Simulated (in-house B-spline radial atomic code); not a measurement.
## The rhenium ion Re⁺: [Xe] 4f14 5d5 6s1

Method: Dirac-Kohn-Sham HSE06, spherical fractional occupations, Fermi nucleus of rms radius 5.3698 fm. Calculated with an all-electron radial atomic-structure program (B-spline basis).

Effective charges: Z_r = [3n² - l(l+1)]/(2<r>) from the radius, Z_e = n√(-2ε) from the energy, and Slater's rules. Values are occupation-weighted means over j. An effective charge above Z reflects the relativistic contraction of the inner shells.

```tsv
shell	electrons	ε (eV)	<r> (bohr)	Z_r	Z_e	Slater
1s	2	-71692	0.01804	83.16	72.59	74.70
2s	2	-12465	0.07558	79.39	60.54	70.85
2p	6	-10962	0.06786	73.68	56.77	70.85
3s	2	-2907.9	0.1968	68.60	43.86	63.75
3p	6	-2456.2	0.1968	63.50	40.31	63.75
3d	10	-1904.7	0.1793	58.57	35.50	53.85
4s	2	-621.77	0.4405	54.48	27.04	47.25
4p	6	-471.35	0.4672	49.23	23.54	47.25
4d	10	-271.98	0.5002	41.98	17.88	35.85
5s	2	-97.069	1.04	36.04	13.36	17.35
5p	6	-58.302	1.207	30.24	10.35	17.35
4f	14	-54.781	0.5789	31.09	8.03	24.45
5d	5	-13.092	1.864	18.50	4.90	5.60
6s	1	-12.608	2.899	18.63	5.78	3.95
```

The least bound orbital is 6s1/2 at -12.61 eV, and it is also the most diffuse (<r> = 2.899 bohr).

Spin-orbit splittings of the orbital energies (j = l + 1/2 above j = l - 1/2 when positive): 2p 1440 eV, 3p 314 eV, 3d 67.98 eV, 4p 73.4 eV, 4d 13.62 eV, 5p 11.11 eV, 4f 2.56 eV, 5d 0.8961 eV.

For the 1s electron the small component carries 8.02 % of the norm, the zero-frequency Breit interaction raises the level by 254.5 eV, self-energy by 159.8 eV, and vacuum polarisation lowers it by 30.69 eV.

Caution: exact exchange at fractional occupations of open shells leaves self-interaction of up to several eV.
